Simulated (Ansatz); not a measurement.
Ga12P10Br6, relaxed as a singlet with RKS PBE-D4/def2-SVP in Ansatz, starting from the GFN1-xTB geometry. Force threshold 0.03 eV/Å.

Single mean-field runs in def2-SVP are fitted with def2-universal-jkfit.

Start:

```xyz
28

P     3.8145   -2.1238   -2.2767
P    -1.7248    2.5327   -2.9257
P     2.4538    1.6488   -3.4533
P    -0.1510   -1.2823   -1.6723
P    -2.8862    1.1040    0.4931
P     1.5379   -1.5336    1.8925
P     1.0140    2.3793    0.4588
P    -2.4062   -3.0967    1.0235
P    -1.8642   -0.4369    4.4281
P     5.0134    1.7138   -0.1723
Ga   -1.5080    0.1918   -2.9355
Ga   -1.9659   -1.0196   -0.0245
Ga    2.1587   -0.5765   -2.6082
Ga   -0.0275   -3.1498    1.1801
Ga    4.7387   -0.2459   -1.3117
Ga    0.4313    2.6748   -3.9068
Ga   -1.0967    2.2913   -0.6266
Ga    2.9115    2.0741   -1.0625
Ga    0.8564    0.0164    0.2101
Ga   -2.3661    1.1696    2.7718
Ga    0.3540   -0.4325    3.5991
Ga   -2.6825   -2.2830    3.2180
Br   -3.0229   -0.9761   -4.3645
Br    0.9073   -5.2700    0.6338
Br    0.4649    4.1271   -5.7989
Br   -2.6927    3.3370    3.7035
Br    1.7849    0.8716    4.9788
Br   -4.0464   -3.7057    4.5483
```

```csv
step,energy (eV),largest force component (eV/Å),SCF passes
1,-1141372.1848,0.762,30
2,-1141372.7156,0.310,32
3,-1141372.8373,0.144,25
4,-1141372.9475,0.141,30
5,-1141373.0556,0.185,30
6,-1141373.1555,0.157,30
7,-1141373.2427,0.187,29
8,-1141373.3702,0.295,31
9,-1141373.5659,0.314,30
10,-1141373.7059,0.423,29
11,-1141373.8149,0.240,30
14,-1141373.9196,0.089,24
17,-1141373.9576,0.239,23
20,-1141374.0081,0.160,23
23,-1141374.0532,0.209,23
26,-1141374.0924,0.089,24
29,-1141374.1429,0.129,24
32,-1141374.2424,0.112,24
35,-1141374.2746,0.090,23
38,-1141374.3090,0.090,24
41,-1141374.3352,0.097,22
44,-1141374.3553,0.081,22
47,-1141374.4352,0.110,24
50,-1141374.4830,0.077,22
53,-1141374.4935,0.020,23
54,-1141374.4946,0.018,22
```

Force components are those of the run's own axes.

End:

```xyz
28

P     3.2569   -2.3026   -3.7675
P    -1.7937    2.0017   -3.0121
P     2.4236    1.9240   -3.5720
P    -0.1836   -1.6446   -1.2773
P    -3.1409    1.0123    0.2691
P     1.1565   -1.6553    2.4044
P     0.7883    2.1306    0.4233
P    -2.7580   -2.8633    1.3608
P    -2.1393    0.3200    4.3841
P     3.4956   -0.0504    0.0320
Ga   -0.7400   -0.0539   -2.8269
Ga   -2.0341   -1.0473    0.0968
Ga    2.1622   -0.3512   -4.0195
Ga   -0.4887   -3.3100    2.0332
Ga    3.5510   -1.3311   -1.8039
Ga    0.3190    2.8791   -3.3373
Ga   -1.2495    2.0246   -0.6781
Ga    2.3516    1.5762   -1.2437
Ga    1.0648   -0.3283    0.4296
Ga   -2.4411    1.5333    2.4116
Ga    0.1013   -0.0153    3.6253
Ga   -2.5220   -1.6920    3.3197
Br   -0.0602   -0.6822   -5.2089
Br    0.3851   -5.3591    1.3881
Br    0.4750    5.1629   -2.9516
Br   -2.0466    3.8179    2.6071
Br    1.4313    1.7605    4.2880
Br   -1.3645   -3.4567    4.6258
```

Bonds lost: P4–Ga13 (atoms count from 1). Bonds formed: P10–Ga19, Ga13–Br23, Ga14–Br28 (atoms count from 1).

The force fell under the threshold at step 53, but the optimiser went on. No frequencies were taken in this run, so the end may be a saddle point.

Hardware: 11 threads of AMD EPYC 7R13 on a shared host and a whole NVIDIA H100 80GB HBM3. Wall time 3.4 min, peak host memory 1.6 GiB.
